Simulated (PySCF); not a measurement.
**Electron correlation in Ar²⁺ (argon, charge +2)**

[Ne] 3s2 3p3 4s1, high-spin 5S determinant (an excited configuration). All numbers are calculated (PySCF 2.14, no relativity, point nucleus, in aug-cc-pwCVDZ (6s5p3d, 36 functions)). Frozen: 1s2; 14 electrons correlated.

```csv
level,correlation energy (mhartree)
CCSD,-262.21
(T),-2.82
CCSD(T),-265.03
```

Diagnostics: T1 = 0.0037, D1 = 0.0182, largest double amplitude 0.055.

Is a single reference adequate?

Yes: T1 lies below 0.03 and no double amplitude reaches 0.07.
